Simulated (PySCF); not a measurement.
Isomers of C5H6F2O. Computed with TDDFT CAM-B3LYP/def2-SVPD, vertical, gas phase, core orbitals frozen in the response in PySCF 2.14.0, density-fitted response routines. Geometries: GFN2-xTB; one conformer of each isolated species. Triplets are in the Tamm–Dancoff approximation. 'Strongest' means the level of largest summed f among the lowest 8 singlets; it needn't be the same kind of state in each.

Question: Rank by computed lowest triplet energy, lowest first.
A. `C(/OC(F)F)=C\C=C`
B. `C=C(F)/C(F)=C\OC`
C. `C[C@@H]1C[C@@]1(F)C(=O)F`
D. `FC(F)COC1=CC1`
E. `FC1=C[C@@H](F)CCO1`

Answer: B (2.92 eV), A (3.27 eV), D (4.35 eV), E (4.53 eV), C (5.49 eV).

```csv
SMILES,T1 (eV),α (au),gap (eV),LUMO (eV),f (strongest),S1 (eV),S1 mainly
C=C(F)/C(F)=C\OC,2.92,76.0,7.67,0.07,0.70,5.24,H→L (98%)
C=C/C=C/OC(F)F,3.27,72.6,8.24,0.14,0.73,5.84,H→L (97%)
FC(F)COC1=CC1,4.35,63.3,9.44,1.35,0.10,6.40,H→L (51%)
FC1=C[C@@H](F)CCO1,4.53,61.4,9.77,1.18,0.24,6.88,H→L (79%)
C[C@@H]1C[C@@]1(F)C(=O)F,5.49,62.1,10.47,0.27,0.31,6.06,H-1→L (59%)
```

H and L stand for HOMO and LUMO.

- `C=C(F)/C(F)=C\OC`: Löwdin shares by element: HOMO carbon 56% or more, oxygen 18% (atoms not listed hold the other 26%); LUMO carbon 73% or more (atoms not listed hold the other 27%).
- `C=C/C=C/OC(F)F`: Löwdin shares by element: HOMO carbon 79% or more (atoms not listed hold the other 21%); LUMO carbon 78% or more (atoms not listed hold the other 22%).
- `FC(F)COC1=CC1`: Löwdin shares by element: HOMO carbon 69% or more, oxygen 15% (atoms not listed hold the other 17%); LUMO carbon 38% or more, oxygen 12% (atoms not listed hold the other 50%).
- `FC1=C[C@@H](F)CCO1`: Löwdin shares by element: HOMO carbon 58% or more, oxygen 19%, fluorine 6% or more (atoms not listed hold the other 17%); LUMO carbon 26% or more, hydrogen 17% or more (atoms not listed hold the other 57%).
- `C[C@@H]1C[C@@]1(F)C(=O)F`: Löwdin shares by element: HOMO carbon 55% or more, fluorine 16% or more (atoms not listed hold the other 30%); LUMO carbon 43% or more, oxygen 30%, fluorine 8% or more (atoms not listed hold the other 19%).
